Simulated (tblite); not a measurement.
C₅H₁₂B₂.
Bonds: B1–B2, B2–C3, C3–C4, C4–C5, C5–C6, C6–C7, C5–C7. Hydrogens: H8, H9 on B1; H10 on B2; H11, H12 on C3; H13, H14 on C4; H15 on C5; H16, H17 on C6; H18, H19 on C7.

Computed with GFN2-xTB (tblite), gas phase: L-BFGS steps from a force-field or distance-geometry start until the largest atomic force falls under 0.01 eV/Å.

Step 49: E = -522.7216 eV
```
atom  x, y, z in Å  |  force x, y, z in eV/Å
B1      3.0975    0.6540    0.0030   -0.017   0.021  -0.005
B2      2.2266   -0.1663   -1.2002   -0.018   0.000   0.041
C3      0.7884   -0.7483   -0.8811    0.015  -0.030  -0.047
C4     -0.2070    0.3669   -0.4989    0.028   0.007  -0.012
C5     -1.5329   -0.2192   -0.0733   -0.028   0.084  -0.050
C6     -1.7171   -0.6736    1.3418    0.056  -0.041  -0.057
C7     -2.4174    0.5594    0.8517   -0.012  -0.018   0.084
H8      4.2246    0.9605   -0.1254   -0.027  -0.070   0.050
H9      2.6120    0.9522    1.0328    0.068   0.040  -0.077
H10     2.6371   -0.3321   -2.2939   -0.029   0.060   0.054
H11     0.3536   -1.3166   -1.7061   -0.016  -0.023  -0.008
H12     0.8274   -1.4276   -0.0223    0.056   0.027  -0.023
H13     0.2067    0.9725    0.3079   -0.011  -0.054   0.073
H14    -0.3548    1.0379   -1.3494   -0.027  -0.065  -0.068
H15    -2.0166   -0.8048   -0.8458   -0.024  -0.002  -0.016
H16    -0.8744   -0.5703    2.0092   -0.062   0.072   0.054
H17    -2.3096   -1.5569    1.5287    0.002   0.007   0.008
H18    -2.0649    1.5202    1.1946    0.014  -0.001   0.029
H19    -3.4889    0.5193    0.7192    0.032  -0.015  -0.031
```

Step 50: E = -522.7243 eV
```
atom  x, y, z in Å  |  force x, y, z in eV/Å
B1      3.0892    0.6570    0.0136   -0.042   0.025  -0.039
B2      2.2252   -0.1671   -1.1942    0.075   0.021   0.044
C3      0.7858   -0.7485   -0.8874    0.008   0.020  -0.016
C4     -0.2121    0.3662   -0.5099    0.025   0.010  -0.026
C5     -1.5336   -0.2221   -0.0751   -0.052   0.078  -0.041
C6     -1.7073   -0.6788    1.3405    0.009  -0.010  -0.071
C7     -2.4057    0.5610    0.8562   -0.004  -0.048   0.179
H8      4.2299    0.9254   -0.0914   -0.066  -0.094   0.073
H9      2.5772    1.0046    1.0158    0.101   0.044  -0.090
H10     2.6498   -0.3368   -2.2830   -0.055   0.076   0.064
H11     0.3553   -1.3079   -1.7169   -0.035  -0.090  -0.068
H12     0.8185   -1.4323   -0.0324    0.048   0.026  -0.010
H13     0.2014    0.9809    0.2899   -0.014  -0.056   0.074
H14    -0.3704    1.0297   -1.3657    0.002  -0.082  -0.047
H15    -2.0241   -0.8086   -0.8420   -0.028   0.006  -0.035
H16    -0.8588   -0.5877    2.0022   -0.065   0.095   0.052
H17    -2.3073   -1.5576    1.5292    0.019   0.024  -0.001
H18    -2.0420    1.5184    1.1988    0.016  -0.012   0.017
H19    -3.4806    0.5312    0.7446    0.058  -0.036  -0.060
```

Step 51: E = -522.7285 eV
```
atom  x, y, z in Å  |  force x, y, z in eV/Å
B1      3.0899    0.6586    0.0231   -0.076  -0.011  -0.157
B2      2.2224   -0.1621   -1.1855    0.205   0.039   0.032
C3      0.7852   -0.7481   -0.8930   -0.012   0.099   0.037
C4     -0.2183    0.3634   -0.5196    0.005   0.007  -0.046
C5     -1.5352   -0.2267   -0.0757   -0.068   0.031  -0.023
C6     -1.7033   -0.6850    1.3397   -0.084   0.035  -0.060
C7     -2.3967    0.5624    0.8583    0.015  -0.067   0.279
H8      4.2393    0.8878   -0.0636   -0.038  -0.110   0.078
H9      2.5660    1.0553    0.9943    0.057   0.092   0.017
H10     2.6599   -0.3283   -2.2699   -0.079   0.087   0.041
H11     0.3585   -1.2966   -1.7272   -0.050  -0.177  -0.150
H12     0.8172   -1.4373   -0.0437    0.020   0.013   0.021
H13     0.1928    0.9873    0.2743   -0.014  -0.044   0.049
H14    -0.3925    1.0143   -1.3840    0.060  -0.085   0.009
H15    -2.0309   -0.8185   -0.8350   -0.032   0.026  -0.065
H16    -0.8571   -0.6046    2.0044   -0.031   0.115   0.046
H17    -2.3141   -1.5574    1.5292    0.042   0.038  -0.017
H18    -2.0190    1.5149    1.2015    0.014  -0.023   0.002
H19    -3.4737    0.5478    0.7651    0.068  -0.064  -0.094
```

Problem. Estimate the geometry and energy of step 52. (The exact step hangs on the optimiser's Hessian estimate; all steps are aligned on step 51, rigid shifts and turns removed.)

Solution. E = -522.7174 eV, largest force 0.724 eV/Å
```
atom  x, y, z in Å  |  force x, y, z in eV/Å
B1      3.0528    0.6674    0.0527   -0.085   0.228   0.134
B2      2.2195   -0.1707   -1.1687    0.360   0.080   0.062
C3      0.7755   -0.7510   -0.9144   -0.043   0.189   0.105
C4     -0.2288    0.3652   -0.5537   -0.049   0.007  -0.072
C5     -1.5366   -0.2250   -0.0840   -0.114  -0.013   0.075
C6     -1.6662   -0.6988    1.3319   -0.170   0.129  -0.047
C7     -2.3620    0.5650    0.8822    0.029  -0.123   0.351
H8      4.2417    0.7881    0.0455   -0.526  -0.128   0.189
H9      2.4475    1.2079    0.9429    0.523  -0.172  -0.470
H10     2.6950   -0.3518   -2.2373   -0.123   0.129   0.072
H11     0.3582   -1.2799   -1.7610   -0.056  -0.278  -0.237
H12     0.7859   -1.4492   -0.0723    0.006   0.011   0.023
H13     0.1838    1.0086    0.2250   -0.037  -0.065  -0.012
H14    -0.4267    0.9934   -1.4331    0.138  -0.108   0.093
H15    -2.0523   -0.8172   -0.8300   -0.038   0.075  -0.074
H16    -0.8029   -0.6456    1.9802   -0.075   0.151  -0.012
H17    -2.2921   -1.5605    1.5294    0.084   0.054  -0.040
H18    -1.9565    1.5096    1.2207   -0.006  -0.065  -0.014
H19    -3.4456    0.5716    0.8366    0.180  -0.102  -0.128
```

The energy changes by +0.0110 eV. The first-order estimate −F·Δx gives -0.0100 eV and the mean of the old and new forces, exact on a quadratic surface, +0.0184 eV. The step makes an angle of 87° with the force vector and moves no atom by more than 0.200 Å. The energy falls at the start of this step and ends higher, so the step passed the lowest point of its straight line.

The cost below is that of the whole relaxation. Hardware: one thread of an Arm Neoverse N1 (shared host). Cost: 2.0 s of wall time.
